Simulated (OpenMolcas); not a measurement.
W4+: moving or changing the point charges

W4+ among 5 point charges of -2 e arranged as a trigonal bipyramid (D3h), 2.17 Å from the ion, with the axial distance 1.866 Å.
```
   2.1700    0.0000    0.0000  -2.00
  -1.0850    1.8793    0.0000  -2.00
  -1.0850   -1.8793    0.0000  -2.00
   0.0000    0.0000    1.8662  -2.00
   0.0000    0.0000   -1.8662  -2.00
```

* Program: OpenMolcas
* Method: CASSCF
* Basis: ANO-RCC-VDZP [7s6p4d2f1g]
* Scalar Hamiltonian: DKH2, point nucleus
* Active space: 2 electrons in 5 orbitals (5d)
* State averaging: 2S+1 = 3 even, 10 roots; 2S+1 = 1 even, 15 roots
* Spin-orbit coupling: RASSI with atomic mean-field integrals over the reference wave functions

Runs around this geometry, states (labels of D3, the rotations of D3h). Energies in cm-1 above the lowest state or level, χT in cm3 K/mol.

```tsv
R (Å)	q (e)	Axial / equatorial distance	Ground state	First state of that spin	First gap with spin-orbit (degeneracies)	χT at 300 K	First state of another spin
2.17	-1.6	0.86	3A1	3A2 42.1	19.4 (1, 2)	0.125	1A1 8787
2.17	-2	0.86	3A2	3A1 251.8	696.2 (1, 2)	0.042	1A1 7645
2.34	-2	0.86	3A1	3A2 39.8	265.3 (1, 2)	0.088	1A1 8159
2.17	-2	0.93	3A1	3A2 67.4	310.3 (2, 1)	0.158	1A1 9880
```

The ground state changes within this set.

Without dynamic correlation the repulsion within the d shell is too large (B by tens of per cent), so at a given field states of lower spin stand too high. Spin-orbit coupling mixes the spin-free states strongly: the lowest level takes only 51 % from its leading state, 3A2, which lies 769 cm-1 above the lowest spin-free state (figures for R = 2.17, q = -1.6, ratio = 0.86; the like holds for R = 2.17, q = -2, ratio = 0.86, R = 2.34, q = -2, ratio = 0.86, R = 2.17, q = -2, ratio = 0.93). This is an electrostatic model: the charges have no orbitals. No measured value stands beside these numbers.
